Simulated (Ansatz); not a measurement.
Gas-phase electronic energies from Ansatz, PBE0-D4/def2-TZVP geometries. CBS: MP2 limit from def2 TZ/QZ plus the TZ coupled-cluster correction, frozen cores. This one scheme is used for every species. Functionals use def2-TZVPP. B3LYP here is the variant with VWN-RPA as its local correlation; programs differ in this. Each species was taken in one conformer, which may not be the lowest.

Reaction (adduct formation): CH₃OH + `[Cl][Al]([Cl])[Cl]` → `C[OH+][Al-]([Cl])([Cl])[Cl]`

```tsv
level	ΔE (kJ/mol)	difference from CCSD(T)/CBS
r2SCAN-D4	-140.5	-0.4
B97M-V	-136.0	4.1
PBE0-D4	-137.2	2.9
B3LYP-D4	-135.0	5.1
r2SCANh-D4	-142.4	-2.3
r2SCAN0-D4	-145.2	-5.1
BHLYP-D4	-146.1	-6.0
ωB97X-V	-141.1	-1.0
PBE	-116.2	23.9
r2SCAN	-137.0	3.1
r2SCAN0	-141.0	-0.9
LC-ωPBE	-131.6	8.5
MP2/def2-TZVPP	-140.5	-0.4
MP2/def2-QZVPP	-142.0	-1.9
MP2/CBS(def2)	-143.1	-3.0
CCSD/CBS(def2)	-138.3	1.8
CCSD(T)/CBS	-140.1	0
```

Largest T1 diagnostic among the species: 0.009.

At CCSD(T), def2-SVP lies −10.3 kJ/mol from the extrapolated value and def2-TZVPP +2.6 kJ/mol. From BLYP to BHLYP (50 % exact exchange), in def2-TZVPP and without D4, ΔE moves by −29.2 kJ/mol.

CCSD(T)/CBS has its own doubt, a few kJ/mol and more with outer-core shells, so smaller differences from it don't rank the levels.
